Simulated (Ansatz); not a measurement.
Basis-set extrapolation for Cl$_{2}$H$_{7}$NSi$_{3}$ (`[SiH3]N([SiH2]Cl)[SiH2]Cl`) (PBE0-D4/def2-TZVP geometry, frozen core, Ansatz). Multiplicity 1, RHF reference.

```csv
,def2-TZVPP,def2-QZVPP
HF,-1844.597287,-1844.653599
MP2 correlation,-0.956604,-1.039471
CCSD(T) correlation,-1.079115,not run
```

Energies in hartree. Use E(X) = E(∞) + A·exp(−7.88·√X) for Hartree–Fock and E(X) = E(∞) + B·X^(−2.97) for correlation, with X = 3 and 4, and add CCSD(T) minus MP2 of the smaller set to the MP2 limit.

Question: What is the CCSD(T) energy at the basis-set limit?

Answer: HF limit: -1844.653599 + (-0.056312) × 0.13774 = -1844.66136. MP2 limit: -1.039471 + (-0.082867) × 0.74074 = -1.10085. Higher-order term: -1.079115 − (-0.956604) = -0.12251. Total: -1845.88472 hartree, 546.9 kJ/mol below CCSD(T)/def2-TZVPP.
